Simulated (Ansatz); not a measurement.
Input and output for B₂H₄OS (`BB(O)S`).

```yaml
crystal:
  periodic: [false, false, false]
  atoms:
    - {symbol: B, position_ang: [0.092844, 1.030737, -0.015870]}
    - {symbol: B, position_ang: [0.176677, -0.669606, -0.028917]}
    - {symbol: O, position_ang: [1.140900, -1.465407, 0.440393]}
    - {symbol: S, position_ang: [-1.286146, -1.341934, -0.657059]}
    - {symbol: H, position_ang: [0.549055, 1.712712, -1.034555]}
    - {symbol: H, position_ang: [-0.319567, 1.675134, 0.868189]}
    - {symbol: H, position_ang: [1.883722, -1.042896, 0.757510]}
    - {symbol: H, position_ang: [-2.041715, -0.213549, -0.908598]}
basis:
  gaussian: {orbitals: def2-TZVPD}
hamiltonian: {xc: {name: wB97X}}
scf: {lower_state_search: full}
output: {forces: true}
```

```sh
$ ansatz run in.yaml --threads 2 --pin off --events-out ev --progress --plain --max-ram 4352MiB
```

It prints (some lines left out):

```
Functional definition: wB97X
1014 factors; their error is unknown
375 factors; integrals over basis functions are off by at most 2.6e-5 eV
mean field evaluation 1: about -14297.6173 eV, gradient 4.7e1 eV
mean field evaluation 2: about -14297.5225 eV, gradient 5.1e1 eV
mean field evaluation 4: about -14301.5372 eV, gradient 1.4e0 eV
mean field evaluation 8: about -14301.5466 eV, gradient 4.4e-2 eV
mean field evaluation 16: about -14301.5550 eV, gradient 1.0e-4 eV
mean field -14301.55496155 eV, -525.5724508950 hartree, gradient 3.1e-5 eV, S^2 0.000000; 0 other end points of the search recorded, 0 dependent functions left out
reference -14301.55490668 eV, -525.5724488784 hartree; 19, 19 occupied and 177, 177 virtual orbitals, 1014 factors
Total energy: -14301.55490668 eV, -525.5724488784 hartree
Atom 0 at     0.092844     1.030737    -0.015870 Å, force     1.644564     0.458549    -1.913622 eV/Å
Atom 1 at     0.176677    -0.669606    -0.028917 Å, force     0.474004     2.754374     0.621779 eV/Å
Atom 2 at     1.140900    -1.465407     0.440393 Å, force    -1.487850    -2.324395    -0.786754 eV/Å
Atom 3 at    -1.286146    -1.341934    -0.657059 Å, force    -2.475114    -0.841663    -1.065756 eV/Å
Atom 4 at     0.549055     1.712712    -1.034555 Å, force    -0.818817    -1.006672     1.406253 eV/Å
Atom 5 at    -0.319567     1.675134     0.868189 Å, force    -0.450063     0.299865     0.497521 eV/Å
Atom 6 at     1.883722    -1.042896     0.757510 Å, force     2.312367     1.318760     1.000157 eV/Å
Atom 7 at    -2.041715    -0.213549    -0.908598 Å, force     0.800908    -0.658818     0.240422 eV/Å
Dipole moment:     0.169114     0.266106     0.109610 e Å
```

It took 11 s on 2 threads of an Arm Neoverse V2 on a shared host, with 0.53 GiB of host memory at the peak.
